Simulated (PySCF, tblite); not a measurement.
Isomers of C5H14N2OSi, one GFN2-xTB conformer each. Single-point energies are computed at PBE0/pcSseg-1 (PySCF, gas phase, no added dispersion term), electronic only.

**Question.** Rank them by PBE0/pcSseg-1 energy, lowest first (kJ/mol).
A. `[CH3:1][N:2]([CH3:3])[C@@H:4]1[CH2:5][NH:6][Si@H:7]([OH:8])[CH2:9]1` with C1–N2–C4–C5 176°, N6–Si7–O8–H -52°, N2–C4–C5–N6 -153°, C4–C5–N6–Si7 4°, C5–N6–Si7–O8 141°, N6–Si7–C9–C4 -33°
B. `[CH3:1][CH2:2][O:3][C@@H:4]1[CH2:5][CH2:6][Si:7]1([NH2:8])[NH2:9]` with C1–C2–O3–C4 177°, C2–O3–C4–C5 -77°, C6–Si7–N8–H 180° and 41°, C6–Si7–N9–H 76° and -63°
C. `[CH3:1][N:2]([CH3:3])[SiH:4]([CH:5]=[O:6])[N:7]([CH3:8])[CH3:9]` with C1–N2–Si4–C5 154°, N2–Si4–C5–O6 154°, N2–Si4–N7–C8 -157°
D. `[CH2:1]=[CH:2][Si@H:3]([OH:4])[N:5]([CH3:6])[CH2:7][CH2:8][NH2:9]` with C1–C2–Si3–O4 -144°, C2–Si3–O4–H -105°, C2–Si3–N5–C6 -35°, Si3–N5–C7–C8 -91°, N5–C7–C8–N9 85°

**Answer.** A (0.0), B (46.2), D (52.4), C (157.9).

As drawn, the lowest has an O–H bond, an N–H bond and an Si–O bond, which the highest lacks; the highest has a C=O bond, which the lowest lacks. Neighbours under 10 kJ/mol apart (CCO[C@@H]1CC[Si]1(N)N and C=C[Si@H](O)N(C)CCN) can change places with a better method, another conformer or zero-point energy. GFN2-xTB itself gives, in the same order: 0.0, 191.8, 131.1, 184.8. Both levels put the same isomer lowest; measured from each level's own lowest isomer, the values differ by up to 145.6 kJ/mol (CCO[C@@H]1CC[Si]1(N)N: 191.8 against 46.2).

**Question.** Which frontier levels, dipoles and rotational constants go with these structures?

**Answer.** 
| SMILES | HOMO (eV, PBE0/pcSseg-1) | LUMO (eV) | dipole (D) | A, B, C (MHz) |
| --- | --- | --- | --- | --- |
| CN(C)[C@@H]1CN[Si@H](O)C1 | -6.23 | 1.34 | 1.62 | 3168, 771.1, 657.4 |
| CCO[C@@H]1CC[Si]1(N)N | -6.73 | 1.31 | 0.65 | 2358, 784.2, 683.8 |
| C=C[Si@H](O)N(C)CCN | -6.03 | 0.02 | 4.10 | 2120, 920.2, 735.2 |
| CN(C)[SiH](C=O)N(C)C | -6.20 | -1.33 | 2.93 | 1582, 1144, 773.0 |

**Question.** What happens when harmonic zero-point energies from GFN2-xTB frequencies are added?

**Answer.** 
| SMILES | ZPE (kJ/mol) | electronic (kJ/mol) | with ZPE (kJ/mol) |
| --- | --- | --- | --- |
| CN(C)[C@@H]1CN[Si@H](O)C1 | 504.9 | 0.0 | 0.0 |
| CCO[C@@H]1CC[Si]1(N)N | 504.6 | 46.2 | 45.9 |
| C=C[Si@H](O)N(C)CCN | 497.2 | 52.4 | 44.7 |
| CN(C)[SiH](C=O)N(C)C | 494.4 | 157.9 | 147.4 |

The zero-point energies span 10.5 kJ/mol. The lowest isomer stays, but the order above it changes.
